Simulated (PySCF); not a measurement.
A structure optimised at PBE-D3(BJ)/def2-SVP, used in a PySCF frequency run:

```xyz
7

Si     0.0000     0.0000    -1.0039
Se     1.9376    -0.0265     0.2332
Se    -1.9376     0.0265     0.2332
H      0.1276    -1.2264    -1.8621
H     -0.1276     1.2264    -1.8621
H      1.5677     1.2146     0.9614
H     -1.5677    -1.2146     0.9614
```
Charge 0, spin multiplicity 1.

Write its SMILES, formula and point group.

[SeH][SiH2][SeH], H₄Se₂Si, C2

What are its rotational constants (standard atomic weights)?

9.7976, 0.83667, 0.78541 GHz
